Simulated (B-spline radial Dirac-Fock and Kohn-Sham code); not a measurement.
**Dipole and non-dipole photoemission parameters of Sr⁺ 3p3/2**

System: the Sr⁺ ion, configuration [Kr] 5s1; threshold 275.7 eV (orbital energy of the model). Calculated with an atomic code on a B-spline grid, using Dirac-Hartree-Slater photoionisation with a Latter tail; cross sections with all multipoles, angular parameters from the dipole term and its interference with E2.

For linearly polarised light dσ/dΩ = σ/(4π) [1 + β P₂(cos θ) + (δ + γ cos²θ) sin θ cos φ], with θ from the polarisation vector and φ the angle between the beam and the projection of the electron momentum on the plane normal to the polarisation.

```
hν (eV)  σ (kb)       β       γ      δ
    286     448  -0.411  -0.152  0.036
    340     454   0.564   0.062  0.086
    400     424   0.998   0.216  0.047
    470     374   1.248   0.199  0.022
    752     207   1.558   0.000  0.002
 1253.6    84.1   1.632   0.019  0.004
   1480    60.0   1.628   0.080  0.006
   2520    18.1   1.555   0.397  0.016
   2930    12.5   1.521   0.511  0.021
   3040       ?       ?       ?      ?
   3240    9.66   1.495   0.591  0.025
   3490    7.98   1.475   0.652  0.028
   4540    3.95   1.393   0.875  0.043
 5414.7    2.42   1.330   1.026  0.056
   5940    1.86   1.295   1.105  0.065
   6350    1.53   1.269   1.162  0.071
 8047.8   0.763   1.170   1.360  0.098
  13200   0.164   0.941   1.735  0.181
  15000   0.109   0.878   1.818  0.209
```

Problem. Give the values at 3040 eV.

Solution. σ = 11.4 kb, β = 1.512, γ = 0.540, δ = 0.023.
